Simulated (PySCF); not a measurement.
TiCl2O, SMILES [O]=[Ti]([Cl])[Cl], multiplicity 1. Atoms are numbered in the order given.

```xyz
4

Ti     0.0000     0.0000     0.3065
Cl     0.0000     2.0025    -0.6380
Cl     0.0000    -2.0025    -0.6380
O      0.0000     0.0000     1.8686
```
Charge 0, spin multiplicity 1.

Geometry optimised at ωB97X-D3(BJ)/def2-SVP. The spin state was assumed, not searched. The isomer is the one that the SMILES or the coordinates give; other isomers of the formula were not compared.

Two levels are set side by side: PBE/pcSseg-1 (PySCF) and PBE0/pcSseg-1 (PySCF). GIAO shifts against H2O (¹⁷O), HCl (³⁵Cl) at the same level; non-relativistic, no solvent, atoms listed together averaged. Without spin–orbit terms, shifts of atoms bonded to Cl or Br come out too high at both levels. Differences are taken from unrounded values.

```csv
quantity,PBE0,PBE,PBE minus PBE0
"δ(³⁵Cl) of Cl2, Cl3 (ppm)",647.7,758.8,111.1
δ(¹⁷O) of O4 (ppm),1389.2,1203.8,-185.4
```

Rough cost on one machine, each run with all the roots and properties that it gave: PBE0 against PBE within a factor of 2.
